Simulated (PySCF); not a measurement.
HOSi, SMILES O=[SiH], multiplicity 2.

Geometry optimised at PBE-D3(BJ)/def2-TZVPD. The isomer is the one that the SMILES or the coordinates give; other isomers of the formula were not compared.

Two levels are set side by side: PBE/def2-TZVPD (PySCF) and r2SCAN/def2-TZVPD (PySCF). Same geometry, gas phase. Differences are taken from unrounded values.

```tsv
quantity	r2SCAN
α-spin orbital gap (eV)	3.17
β-spin orbital gap (eV)	3.46
dipole moment (D)	3.24
mean polarisability (bohr³)	34.4
```

**Question.** What does PBE give, and how far is it from r2SCAN? (An estimate is asked for; the answer gives what the named calculation found.)

**Answer.** 
```csv
quantity,PBE,PBE minus r2SCAN
α-spin orbital gap (eV),2.66,-0.51
β-spin orbital gap (eV),2.90,-0.57
dipole moment (D),3.09,-0.15
mean polarisability (bohr³),35.3,0.9
```

Rough cost on one machine, each run with all the roots and properties that it gave: r2SCAN against PBE about 3 times.
